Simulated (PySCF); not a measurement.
Electron correlation in Br²⁺ (bromine, charge +2)

[Ar] 3d10 4s1 4p4, high-spin 4P determinant (an excited configuration). Computed with PySCF 2.14 in dyall-av2z (16s12p8d, 92 functions), with the non-relativistic Hamiltonian (point nucleus). Frozen: [Ar] 3d10; 5 electrons correlated; the 33 highest virtual orbitals of each spin left out.

| level | correlation energy (mhartree) |
| --- | --- |
| CCSD | -102.99 |
| (T) | -3.17 |
| CCSD(T) | -106.16 |

Diagnostics: T1 = 0.011, D1 = 0.0259, largest double amplitude 0.204.

Problem. Is a single reference adequate?

Solution. Not fully. A double-excitation amplitude exceeds 0.15, a sign of near-degeneracy.
